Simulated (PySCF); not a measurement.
# What a mistake does to a calculation on BCClGeH5

Calculated results; nothing here was measured. The program is PySCF 2.14.0, an open-source quantum chemistry code, run on an isolated molecule that a program drew, which may never have been made. The molecule is BCClGeH5 (charge 0, doublet), drawn as the SMILES string `C[B](Cl)[GeH2]`.

Each row is a Hartree-Fock (HF) and frozen-core CCSD(T) single point in the cc-pV(D+d)Z basis, meant for a local HF minimum. Run 1 is clean. Each other run has one planted mistake out of seven kinds, and not every kind appears here: one electron removed, one electron added, multiplicity raised by two, geometry at a saddle point, minimal basis STO-3G, one bond length entered in bohr, all coordinates scaled. The reference is restricted for singlets and unrestricted otherwise, and also for a bond in bohr. Adding or removing an electron swaps singlet and doublet. Electrons count all cores. HOMO and LUMO are orbital energies over both spins, the gradient is its largest component, and the lowest frequency (negative if imaginary) is given only where the gradient is small. Bond lengths are over the 8 bonds as drawn. T1 is the CCSD diagnostic: over 0.02 (restricted) or 0.045 (unrestricted) a single reference is doubtful. Germanium has the cc-pVDZ-PP basis, with a core potential (ECP10MDF) in place of its 10 inner electrons, and its 3s, 3p and 3d shells are frozen in CCSD(T).

Geometry of the clean run:
```xyz
9
BCClGeH5, angstrom
C     0.7011    3.2260   -0.5607
B     0.3159    1.7671   -1.0009
Cl   -1.3235    1.4829   -1.6386
Ge    1.5467    0.1359   -0.7985
H     1.6918    3.3028   -0.1100
H     0.6714    3.8800   -1.4399
H    -0.0399    3.6194    0.1426
H     1.2593   -1.1199   -1.6195
H     3.0520    0.3907   -0.6830
```

```
run,electrons,basis functions,<S^2>,HOMO (eV),LUMO (eV),gradient (hartree/bohr),lowest frequency (cm^-1),mean bond (Å),longest bond (Å),T1,HF (hartree),CCSD(T) (hartree),mistake
1,65,99,0.765,-8.37,0.57,1.1e-05,53,1.4685,2.053,0.0151,-818.36613,-818.88142,no fault
2,65,99,1.456,-8.54,0.49,1.7e-02,-,1.5903,2.069,0.0490,-818.24370,-818.75401,one bond length entered in bohr
3,65,99,0.767,-8.55,0.36,5.3e-02,-,1.6139,2.257,0.0175,-818.30370,-818.83039,all coordinates scaled
4,66,99,0.000,-0.94,7.82,4.9e-02,-,1.4685,2.053,0.0197,-818.37020,-818.92103,one electron added
5,65,99,3.765,-5.95,-2.37,5.7e-02,-,1.4685,2.053,0.0304,-818.18853,-818.70179,?
6,64,99,0.000,-16.25,-6.82,5.2e-02,-,1.4685,2.053,0.0169,-818.08744,-818.59343,?
```

**Which mistake was planted in run 5, and what did it cost?**

Electrons, basis and geometry are unchanged, and <S^2> is 3.765, beside S(S+1) = 3.75 for a multiplicity of 4. So the mistake is: multiplicity raised by two. Subtracting run 1 and multiplying by 627.51 kcal/mol a hartree, the energy moved by 111.4 kcal/mol in HF and 112.7 kcal/mol in CCSD(T).

**Which mistake was planted in run 6, and what did it cost?**

It counts 64 electrons, one fewer than the clean run, at the same geometry and basis. So the mistake is: one electron removed. Subtracting run 1 and multiplying by 627.51 kcal/mol a hartree, the energy moved by 174.9 kcal/mol in HF and 180.7 kcal/mol in CCSD(T).

Cautions from the logs. Run 2: T1 is over the limit, so its CCSD(T) energy is less reliable.
